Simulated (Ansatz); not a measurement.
# Redistribution: CHBrCl2 + C3H7F → CHCl2F + C3H7Br

Species: CHBrCl2 (bromodichloromethane) `ClC(Cl)Br`, singlet; C3H7F (2-fluoropropane) `CC(C)F`, singlet; CHCl2F (dichlorofluoromethane) `FC(Cl)Cl`, singlet; C3H7Br (2-bromopropane) `CC(C)Br`, singlet. The partners trade Br for F; both sit on C, so the bond types are kept.

Shapes, held fixed at every level: PBE0-D4/def2-TZVP. Programs: Ansatz 0.2.0. The zero-point and thermal change to 298 K, harmonic and unscaled (PBE0-D4/def2-TZVP), is +1.0 kJ/mol.

Task: Estimate the reaction enthalpy at 298 K.

Result: From tabulated heats of formation (Active Thermochemical Tables, CRC Handbook of Chemistry and Physics), ΔH(298 K) = -38.9 kJ/mol. Nearest: r2SCAN0-D4/def2-TZVPP (+14.2); farthest: B3LYP-D4/def2-TZVPP (+19.3). 0 of 8 levels lie within 10 kJ/mol. The heats of C3H7Br come from older tables and can be uncertain by 10 kJ/mol or more. The tabulated value of C3H7F is in doubt (older tables, estimates, or at odds with other calculations) and kept here. Relativity is left out for Br. Outer-core shells of Br are correlated in most correlated rows, in sets that cover them unevenly. Times are processor times on shared x86 and Arm servers, and rough.

| level | kind | ΔH (kJ/mol) | computed − measured | CPU time (all species) |
| --- | --- | --- | --- | --- |
| r2SCAN-D4/def2-TZVPP | meta-GGA | -24.3 | +14.6 | 50 s |
| B3LYP-D4/def2-TZVPP | global hybrid | -19.6 | +19.3 | 46 s |
| BHLYP-D4/def2-TZVPP | global hybrid | -20.5 | +18.4 | 31 s |
| PBE0-D4/def2-TZVPP | global hybrid | -22.8 | +16.1 | 29 s |
| r2SCAN0-D4/def2-TZVPP | global hybrid | -24.7 | +14.2 | 52 s |
| wB97X-V/def2-TZVPP | range-separated hybrid | -21.4 | +17.5 | 77 s |
| B2PLYP/def2-TZVPP | double hybrid | -20.3 | +18.6 | 55 s |
| CCSD(T)/def2-TZVPP | coupled cluster or CI | -22.7 | +16.2 | 16 min |
